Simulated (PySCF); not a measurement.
CHOS, SMILES [OH+]=C=S, charge +1. Atoms are numbered in the order given.

```xyz
4

O     -0.1074    -1.6248     0.0000
C      0.0052    -0.3989     0.0000
S      0.0082     1.0989     0.0000
H      0.6974    -2.1907     0.0000
```
Charge +1, spin multiplicity 1.

Geometry optimised at B3LYP-D3(BJ)/def2-TZVP. The isomer is the one that the SMILES or the coordinates give; other isomers of the formula were not compared.

Level of theory: CAM-B3LYP/def2-TZVPD (PySCF).

ESP charges are fitted to the potential on shells at 1.4 to 2.0 van der Waals radii. Atomic charges (e):

| atom | ESP fit | IAO |
|---|---|---|
| O1 | -0.08 | -0.27 |
| C2 | 0.08 | 0.23 |
| S3 | 0.53 | 0.57 |
| H4 | 0.48 | 0.47 |
